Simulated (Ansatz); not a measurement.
`B[Se]CC` + `C[SiH2][CH2][AlH][SH]` → `B[Se][CH2][AlH][SH]` + `CC[SiH2]C`  (redistribution)

Gas-phase electronic energies from Ansatz, PBE0-D4/def2-TZVP geometries. CBS: MP2 limit from def2 TZ/QZ plus the TZ coupled-cluster correction, frozen cores. For Se outer-core shells are correlated without core-valence functions, which leaves a few kJ/mol of doubt a bond. Scalar relativity is left out up to krypton. One conformer a species, not always the lowest.

```tsv
species	CCSD(T)/def2-TZVPP energy (Eh)
`B[Se]CC`	-2505.19273
`C[SiH2][CH2][AlH][SH]`	-1010.32994
`B[Se][CH2][AlH][SH]`	-3106.33670
`CC[SiH2]C`	-409.18141
```

Work out ΔE.

ΔE = (-3106.33670) + (-409.18141) − (-2505.19273) − (-1010.32994) = 0.00456 Eh = +12.0 kJ/mol. CCSD(T)/CBS gives +11.7 kJ/mol.

Largest T1 diagnostic among the species: 0.014.

In def2-TZVPP, CCSD(T) changes the Hartree–Fock value by −12.5 kJ/mol (the triples alone add −2.0 kJ/mol) and MP2 by −10.9 kJ/mol.
